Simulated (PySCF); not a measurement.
HSZn, SMILES [Zn+][SH], charge +1.

Geometry optimised at PBE0-D3(BJ)/def2-TZVP. The multiplicity is an assumed one; other spin states were not compared. The isomer is the one that the SMILES or the coordinates give; other isomers of the formula were not compared.

These are CAM-B3LYP/def2-TZVPD (PySCF) values and carry that method's errors.

Symmetry labels are those of the subgroup Cs that the program uses (full group Cs).

Question: List the valence orbital energies around the gap with their symmetry. (Estimate from the structure and the level; the computed values follow.)

Answer: 
| orbital | symmetry | energy (eV) |
|---|---|---|
| HOMO−7 | A' | -24.12 |
| HOMO−6 | A" | -24.06 |
| HOMO−5 | A' | -24.00 |
| HOMO−4 | A" | -23.99 |
| HOMO−3 | A' | -23.95 |
| HOMO−2 | A' | -18.51 |
| HOMO−1 | A' | -16.65 |
| HOMO | A" | -14.65 |
| LUMO | A' | -9.36 |
| LUMO+1 | A' | -5.68 |
| LUMO+2 | A" | -5.30 |
| LUMO+3 | A' | -3.68 |
